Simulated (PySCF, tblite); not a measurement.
Compound: C₄H₉OS₂ (doublet state).
Atom-mapped SMILES: `[CH3:1][CH:2][S:3][CH2:4][S@:5]([CH3:6])=[O:7]` (hydrogens: H8, H9, H10 on C1; H11 on C2; H12, H13 on C4; H14, H15, H16 on C6)

Geometry (GFN2-xTB, Å), atoms numbered from 1 in this order:
```xyz
16
C4H9OS2 angstrom
C      2.323   -0.617    0.468
C      1.648    0.017   -0.691
S      0.614    1.379   -0.554
C     -0.318    0.998    0.947
S     -1.085   -0.709    0.821
C     -2.399   -0.195   -0.360
O     -1.743   -0.905    2.110
H      3.059    0.054    0.928
H      1.614   -0.913    1.241
H      2.852   -1.507    0.131
H      2.130   -0.012   -1.653
H      0.333    0.999    1.819
H     -1.094    1.749    1.063
H     -2.941   -1.086   -0.659
H     -1.928    0.261   -1.224
H     -3.072    0.496    0.137
```

Structure optimised with GFN2-xTB, isolated species. This method treats the open shell by occupation alone, without spin polarisation.

Take the most abundant isotopes and a rigid rotor. The values belong to one conformer with, in the numbering `[CH3:1][CH:2][S:3][CH2:4][S@:5]([CH3:6])=[O:7]`, C1–C2–S3–C4 -41°, C2–S3–C4–S5 -53°, S3–C4–S5–C6 -74°.

**Question.** Give the principal moments of inertia and the rotational constants in cm⁻¹.

**Answer.** Ia = 181.03, Ib = 410.63, Ic = 491.53 u·Å²; 505379 MHz·u·Å²/I gives 2792, 1231 and 1028 MHz, that is A = 0.09312, B = 0.04105, C = 0.03430 cm⁻¹.

**Question.** Classify the top.

**Answer.** An asymmetric top: κ = (2 × 1231 − 2792 − 1028)/(2792 − 1028) = -0.77.

**Question.** What does the inertial defect say?

**Answer.** Not planar: Δ = Ic − Ia − Ib = -100.13 u·Å². For a rigid frame Δ = −2 Σ m c², so Σ m c² = 50.06 u·Å² lies off the ab plane: 13.24 from hydrogen and 36.82 from heavier atoms. The atom farthest from that plane is 1.74 Å away.

For this open shell read J as N, the rotation without spin; fine and hyperfine splittings come on top. Its GFN2-xTB frequencies are all real (lowest 32 cm⁻¹). Zero-point vibration and centrifugal distortion are left out.

All values are computed, not measured.
